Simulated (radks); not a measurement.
Results of a calculation; reference values are marked as such.
Polarisability of neutral europium, [Xe] 4f7 6s2, at imaginary frequency. Level of theory: scalar-relativistic Kohn-Sham, LB94 model potential, spin-unpolarised, spherical densities, finite nucleus; Fermi nuclear charge, rms radius 5.1115 fm (a radial shooting solver on a logarithmic mesh with Libxc functionals). Response by self-consistent Sternheimer equations with the Hartree and adiabatic LDA kernel, the relativistic mass of each level held fixed and spin-orbit coupling left out.

w (hartree)  alpha1(iw) (bohr^3)
0.00266                    129.3
0.0143                     127.8
0.0360                     120.5
0.0697                     101.8
0.118                      74.07
0.186                      47.45
0.280                      28.68
0.413                      17.41
0.605                      10.90
0.892                      6.910
1.35                       4.215
2.12                       2.332
3.59                       1.110
6.94                      0.4163
17.5                     0.09374

Static values: alpha1 = 129.3 bohr^3 (19.16 angstrom^3; uncoupled 235.3). C6 = 1811, triple-dipole C9 = 167500 atomic units. One-pole (London) frequency 4 C6 / (3 alpha1^2) = 0.144 hartree, against 0.240 for minus the highest occupied eigenvalue. Recommended static value: 184 bohr^3 (Schwerdtfeger and Nagle, 2023 table).

Beside tabulated values, note that spin-unpolarised runs miss the spin-polarisation part of the exchange energy of open shells.
